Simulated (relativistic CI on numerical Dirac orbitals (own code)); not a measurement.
Cd¹⁵⁺: sensitivity of the levels to the model

Base calculation: Dirac-Coulomb-Breit CI, KLI orbitals optimised for each configuration, model QED (radiative potential, 1s self-energy scaled to tabulated hydrogen-like ionisation energies), unscaled Slater integrals.

Configurations in the expansion (outside the closed core [Ar] 3d10): 4s2 4p3, 4s 4p4, 4p5, 4s2 4p2 4d, 4s 4p3 4d, 4s2 4p2 4f, 4s 4p3 4f, 4p4 4d, 4s 4p2 4d2, 4s2 4p2 5s, 4s2 4p 4d 4f, 4s2 4p 4d2, 4s2 4d3, 4s 4p 4d3, 4s2 4d2 4f, 4s 4p 4d2 4f, 4s2 4d2 5s, 4p3 4d2, 4p2 4d3, 4p2 4d2 4f, 4p2 4d2 5s. Double excitations out of closed p, d and f shells are left out; levels of such configurations are missing from the list, as are those of other unlisted configurations, and high levels can miss mixing partners.

The lowest level and the first level of each name with at least 55 % of one term (blank where a level has no safe partner in the second run):

```csv
Level,Base (cm⁻¹),Shift (cm⁻¹)
4s2 4p3 4S°_3/2,0,0
4s2 4p3 2D°_3/2,50877,+1879
4s2 4p3 2D°_5/2,68894,+3136
4s2 4p3 2P°_1/2,97673,+4464
4s2 4p3 2P°_3/2,143580,+4854
4s 4p4 4P_5/2,346455,+12320
4s 4p4 4P_3/2,382370,+14882
4s 4p4 4P_1/2,388822,+13679
4s 4p4 2D_3/2,432252,+35629
4s 4p4 2D_5/2,447887,+34299
4s2 4p2 4d 4F_3/2,522929,-4564
4s2 4p2 4d 2F_5/2,561790,+2076
4s2 4p2 4d 4F_7/2,568591,+488
4s2 4p2 4d 4D_3/2,574909,-8871
```

At this charge energies of transitions that change n are usually good to better than 1 %, and those within a shell (Δn = 0) to a few per cent.

Q: One thing was changed in a second run, which moved the levels as shown. Which?
A. valence Slater integrals scaled by 0.9
B. Breit term removed
C. QED terms removed
D. configuration mixing switched off

A: D. Configuration mixing switched off. Without mixing, levels that were pushed by configurations of the same parity and J return to their single-configuration places.

LS names give the leading component of a level, which can be under half, so a name can repeat, a term be missing and a line seem to break the LS rules.
